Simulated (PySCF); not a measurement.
Lowest triplet excitation (TDA) (eV) of eight silicon and germanium compounds: TDA-PBE beside TDA-M06-2X, computed with PySCF for isolated molecules in the bases named; differences from unrounded values. The eight are the first of their class met in an unordered collection, after screening for sound electronic states; none was chosen by its value. Each molecule has one DFT geometry for both levels.

```json
[
 {"molecule": "1-hydroxysiletane (C₃H₈OSi), SMILES O[SiH]1CCC1", "basis": "def2-SVPD", "TDA-M06-2X": "6.78", "TDA-PBE": "5.81", "difference": "-0.96"},
 {"molecule": "CH5F2NOSi, SMILES [Si](F)(CN)(O)F", "basis": "def2-SVPD", "TDA-M06-2X": "6.01", "TDA-PBE": "4.74", "difference": "-1.27"},
 {"molecule": "Si(Cl)2(GeH3)(OH) (Cl2GeH4OSi), SMILES O[Si](Cl)(Cl)[GeH3]", "basis": "def2-SVPD", "TDA-M06-2X": "6.51", "TDA-PBE": "5.98", "difference": "-0.54"},
 {"molecule": "CH₆ClFOSi₂, SMILES O[C@H]([SiH3])[Si@@H](F)Cl", "basis": "def2-SVPD", "TDA-M06-2X": "5.95", "TDA-PBE": "4.99", "difference": "-0.97"},
 {"molecule": "CH5FO2Si2, SMILES [SiH2](OC=O)[SiH2]F", "basis": "def2-SVPD", "TDA-M06-2X": "5.18", "TDA-PBE": "4.96", "difference": "-0.22"},
 {"molecule": "Si(F)(OH)(OMe)(NH2) (CH₆FNO₂Si), SMILES CO[Si](N)(O)F", "basis": "def2-SVPD", "TDA-M06-2X": "6.90", "TDA-PBE": "5.81", "difference": "-1.09"},
 {"molecule": "CH5FO2Si2, SMILES F[Si@]1(CO[SiH2]1)O", "basis": "def2-SVPD", "TDA-M06-2X": "5.48", "TDA-PBE": "4.83", "difference": "-0.65"},
 {"molecule": "ethenyl(ethynyl)silane (C₄H₆Si), SMILES C#C[SiH2]C=C", "basis": "def2-SVPD", "TDA-M06-2X": "4.59", "TDA-PBE": "4.33", "difference": "-0.26"}
]
```

TDA-PBE lies below TDA-M06-2X in 8 and above it in 0 of the eight; the mean signed difference is -0.75 and the largest -1.27 eV.
